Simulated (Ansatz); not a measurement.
System: C₆H₆N, net charge 0, doublet state. It need not be the lowest isomer of its formula. SMILES: C1C[CH]C=C1C#N
Structure (B3LYP-D3(BJ)/def2-TZVP (Ansatz, a program for electronic structure) minimum search):
```xyz
13

C     -1.6736    -0.9708     0.4533
C     -1.7909     0.5244     0.4096
C     -0.5953     1.1058     0.0912
C      0.3967     0.1288    -0.1026
C     -0.1883    -1.2486     0.1060
C      1.7303     0.3670    -0.4379
N      2.8432     0.5405    -0.7165
H     -2.3554    -1.4456    -0.2585
H     -1.9434    -1.3637     1.4381
H     -2.7089     1.0585     0.6067
H     -0.4193     2.1676    -0.0029
H      0.3322    -1.7788     0.9070
H     -0.0805    -1.8609    -0.7923
```
Charge 0, spin multiplicity 2.

Atomisation energy built up term by term with Ansatz (kcal/mol; UHF references for open shells; valence terms freeze the core; atomic spin-orbit terms are left out). Basis-set limits of correlation are two-point, X^-3; Hartree-Fock from the larger set.

The UHF reference is spin-contaminated (<S^2> 0.33 over the pure value in the largest basis). 

| term | basis | kcal/mol |
|---|---|---|
| Hartree-Fock | cc-pVQZ | 1047.22 |
| CCSD correlation | CBS(cc-pVTZ,cc-pVQZ) | [?] |
| (T) | CBS(cc-pVTZ,cc-pVQZ) | [?] |
| core correlation | cc-pwCVTZ | 7.38 |
| scalar relativity (X2C) | cc-pVTZ-DK against cc-pVTZ | -1.11 |
| sum: De |  | [?] |

Q: What belongs in the gaps?

A: 
- CCSD correlation, kcal/mol: 351.60
- (T), kcal/mol: 29.42
- sum: De, kcal/mol: 1434.5
